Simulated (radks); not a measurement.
All-electron atom: Au XXXIII in [Kr] 4d10 4f1. Calculated with a radial shooting solver on a logarithmic mesh with Libxc functionals: scalar-relativistic Kohn-Sham, PBE, spin-unpolarised, spherical densities, point nucleus.

Normalised radial functions P(r) = r R(r), r in bohr:

r,3s,4d,4f
0.001071,0.3895,0.0000,0.0000
0.001384,0.4662,0.0001,0.0000
0.001802,0.5559,0.0001,0.0000
0.002327,0.6514,0.0003,0.0000
0.00303,0.7542,0.0006,0.0000
0.003914,0.8501,0.0012,0.0000
0.005097,0.9314,0.0024,0.0000
0.006584,0.9729,0.0047,0.0000
0.008505,0.9504,0.0092,0.0001
0.01107,0.8250,0.0182,0.0003
0.01431,0.5704,0.0349,0.0007
0.01863,0.1499,0.0668,0.0018
0.02406,-0.3923,0.1219,0.0044
0.03133,-0.9975,0.2180,0.0108
0.04047,-1.4483,0.3643,0.0251
0.0527,-1.5108,0.5772,0.0574
0.06808,-0.9647,0.8243,0.1220
0.08794,0.1754,1.0408,0.2435
0.1145,1.5844,1.0903,0.4589
0.1479,2.5249,0.8025,0.7726
0.1926,2.5459,0.0801,1.1762
0.2488,1.7723,-0.8611,1.5414
0.324,0.8184,-1.6274,1.7190
0.4185,0.2468,-1.7530,1.5598
0.5449,0.0407,-1.2485,1.0873
0.7039,0.0036,-0.5898,0.5568
0.9093,0.0001,-0.1704,0.1896
1.184,0.0000,-0.0246,0.0353
1.529,0.0000,-0.0017,0.0034
1.991,0.0000,0.0000,0.0001

3s: eigenvalue -4570.0 eV, 2 radial nodes at r = 0.0201, 0.0850 bohr, <r> = 0.183 bohr, 90 % of the charge inside 0.268 bohr. 4d: eigenvalue -1402.5 eV, 1 radial node at r = 0.197 bohr, <r> = 0.406 bohr, 90 % of the charge inside 0.594 bohr. 4f: eigenvalue -1164.2 eV, 0 radial nodes, <r> = 0.386 bohr, 90 % of the charge inside 0.580 bohr.
